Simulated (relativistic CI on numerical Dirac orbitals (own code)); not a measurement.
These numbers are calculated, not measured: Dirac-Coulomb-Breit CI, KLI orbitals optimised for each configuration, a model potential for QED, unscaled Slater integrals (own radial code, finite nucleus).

The strongest absorption lines from the ground level of an ion, among the configurations computed and to levels below about 79.1 eV (vacuum wavelength in nm, gf): 18.435 (0.02), 25.787 (0.22), 33.723 (0.31), 34.642 (2.3), 39.155 (0.058), 41.443 (0.35), 52.532 (0.09), 60.589 (0.14).

Q: Which ion is it?
A. Zr8+
B. Sr6+
C. Kr4+
D. Mo10+

A: B. Sr6+ has 32 electrons and the ground level 4s²4p² ³P0; the strongest line goes to 4s²4p4d ³P°1. The pattern of lines fixes the number of electrons, and along that sequence the line energies rise steadily with the charge (about as its square where n changes within one kind of shell, about linearly where n is kept but much faster in heavy ions where fine structure, which grows about as Z⁴, sets the gap, and irregularly where shells cross), which fixes Z. Configurations outside the model, such as inner-shell arrays, can give stronger lines. At this charge configurations can still be misplaced by up to about 7 % of their energy. 13 of the 13 excited levels that our extract of the measured tables holds in this range could be paired (the sources list more); they are missed by 2403 cm⁻¹ on average and 8423 at most, and levels without a partner can miss by more.

LS names give the leading component of a level, which can be under half, so a name can repeat, a term be missing and a line seem to break the LS rules.
